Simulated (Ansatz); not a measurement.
Spectroscopic constants of NaP, multiplicity 3 (lowest of 2S+1 = 1, 3, 5 at CCSD(T)/def2-TZVPP on PBE0 minima; our sources give no spin for the ground state, which may be another).

| level | bond energy D_e (kcal/mol) |
|---|---|
| SVWN5/def2-TZVPP | 38.89 |
| PBE/def2-TZVPP | 33.42 |
| r2SCAN/def2-TZVPP | 31.85 |
| B97M-V/def2-TZVPP | 35.07 |
| B3LYP/def2-TZVPP | 32.47 |
| PBE0/def2-TZVPP | 30.89 |
| BHLYP/def2-TZVPP | 29.66 |
| CAM-B3LYP/def2-TZVPP | 31.72 |
| wB97X-V/def2-TZVPP | 33.73 |
| wB97M-V/def2-TZVPP | 33.42 |
| B2PLYP/def2-TZVPP | 29.94 |

The rows run from 29.66 (BHLYP/def2-TZVPP) to 38.89 kcal/mol (SVWN5/def2-TZVPP). The 11 functionals in def2-TZVPP without D3 or D4 span 9.22, from BHLYP to SVWN5.

D_e counts from the fitted minimum to each atom's lowest state at the same level, without counterpoise.

Correlated levels freeze the inner cores; with def2 sets outer-core shells near the valence are correlated too.

Programs: Ansatz (a program for electronic structure) with Gaussian orbitals.
